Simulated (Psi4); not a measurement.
**CH3AlCl2S (SMILES C[S][Al]([Cl])[Cl]): the HOMO–LUMO gap, rung by rung**

CH3AlCl2S: 8 atoms, total charge 0, spin state singlet. SMILES: `C[S][Al]([Cl])[Cl]`. The shape was relaxed beforehand at PBE0/def2-TZVP.

Each level gives the HOMO–LUMO gap (eV). The values are calculated.

```
                                 level                    kind  program  value (eV)
   PBE-D4/def2-TZVPP (density fitting)                     GGA     Psi4        4.68
r2SCAN-D4/def2-TZVPP (density fitting)                meta-GGA     Psi4        5.36
 B3LYP-D4/def2-TZVPP (density fitting)           global hybrid     Psi4        6.22
  PBE0-D4/def2-TZVPP (density fitting)           global hybrid     Psi4        6.72
  wB97M-V/def2-TZVPP (density fitting)  range-separated hybrid     Psi4       10.63
```

The values span 4.68 to 10.63 eV. Orbital gaps aren't excitation energies; they tend to grow with the share of exact exchange.
